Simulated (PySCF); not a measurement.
## Sb⁺ (antimony, charge +1) across methods

[Kr] 4d10 5s2 5p2, high-spin 3P determinant. Computed with PySCF 2.14 in x2c-QZVPPall, with scalar relativity by spin-free X2C-1e.

| method | E (hartree) | mean ε 5s α (eV) | mean ε 5s β (eV) | mean ε 5p α (eV) | Σ⟨r²⟩ (bohr²) | ⟨S²⟩ |
| --- | --- | --- | --- | --- | --- | --- |
| UHF | -6477.72343 | -26.701 | -22.295 | -16.399 | 48.29 | 2.010 |
| PW91 | -6480.99 | -21.238 | -19.849 | -12.619 | 47.70 | 2.002 |
| TPSSh | -6480.21 | -21.907 | -19.986 | -13.106 | 47.66 | 2.002 |
| M06-2X | -6481.05 | -24.222 | -20.880 | -14.736 | 47.68 | 2.006 |
| LDA | -6474.31 | -21.404 | -20.207 | -12.641 | 47.58 | 2.001 |
| r2SCAN | -6480.49 | -21.688 | -19.800 | -12.943 | 47.60 | 2.004 |
| PBE | -6480.05 | -21.153 | -19.761 | -12.567 | 47.73 | 2.002 |

(1) Estimate the same row for PBE0.

## Answers

(1) E (hartree) = -6480.13; mean ε 5s α (eV) = -22.762; mean ε 5s β (eV) = -20.691; mean ε 5p α (eV) = -13.695; Σ⟨r²⟩ (bohr²) = 47.67; ⟨S²⟩ = 2.003.
